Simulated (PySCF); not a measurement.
**Diatomics of I with the alkaline earths**

HF with triple-zeta basis sets in PySCF, for the lowest determinant that a PBE0 search found; no spin–orbit coupling. De refers to high-spin ground-configuration atoms. A positive dipole means M(−)I(+).

| M | basis | reference | state (unpaired electrons) | Re (Å) | ωe (cm⁻¹) | De (eV) | μ (D) |
| --- | --- | --- | --- | --- | --- | --- | --- |
| Be | def2-TZVPP | UHF | doublet (σ ↑) | 2.212 | 604 | 2.31 | -1.04 |
| Mg | x2c-TZVPPall | UHF | doublet (σ ↑) | 2.604 | 315 | 1.95 | -3.42 |
| Ca | def2-TZVPP | UHF | doublet (σ ↑) | 2.916 | 227 | 2.75 | -4.68 |
| Sr | def2-TZVPP | UHF | doublet (σ ↑) | 3.070 | 162 | 2.81 | -5.45 |

(1) By what factor does the well depth vary along the series?

The rows differ in basis set, which adds steps of its own.

Down a group the atoms grow and get heavier, so bonds lengthen and wavenumbers fall; this series shows no clear exception.

Spin–orbit coupling is left out, which matters for elements this heavy, above all for dissociation energies. Hartree–Fock leaves out correlation, which carries a large part of most bond energies and some tenths to 1 eV of ionisation energies. States were picked by a PBE0 search and need not be the measured ground states.

Results:

(1) At HF it runs from 1.95 eV (MgI) to 2.81 eV (SrI), a factor of 1.44.
